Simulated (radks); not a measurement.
Question: These are the eigenvalues of the occupied orbitals of an atom or ion with whole-number occupations (eV). All-electron calculation, scalar-relativistic Kohn-Sham, Slater X-alpha with alpha = 0.891, spin-polarised, spherical densities, finite nucleus; Fermi nuclear charge, rms radius of each element as measured or else 0.836 A^(1/3) + 0.57 fm. Program: a radial shooting solver on a logarithmic mesh with Libxc functionals.

1s down: -78610.57
1s up: -78610.57
2s up: -13859.42
2s down: -13859.33
2p up: -12032.18
2p down: -12032.10
3s up: -3273.303
3s down: -3273.262
3p up: -2739.927
3p down: -2739.883
3d up: -2159.938
3d down: -2159.873
4s up: -715.2448
4s down: -715.1546
4p up: -539.6181
4p down: -539.5260
4d up: -325.6256
4d down: -325.5139
5s up: -114.6359
5s down: -113.9335
4f up: -86.8514
4f down: -86.6870
5p up: -68.2824
5p down: -67.4310
5d up: -16.9563
5d down: -16.0155

Which element is it, and in what charge state? The configuration may be excited. Open shells, if any, are filled with parallel spins first.

Answer: Z = 78, platinum, charge +1: Pt+ in [Xe] 4f14 5d9. The list shows which subshells hold electrons but not how many an open one holds; the 1s level, -2888.9 hartree, gives Z - s = 76.0 by -(Z - s)^2/2, which with screening and relativity narrows Z to a few neighbours, and the depths of the outer levels then fix element, charge and occupations together.
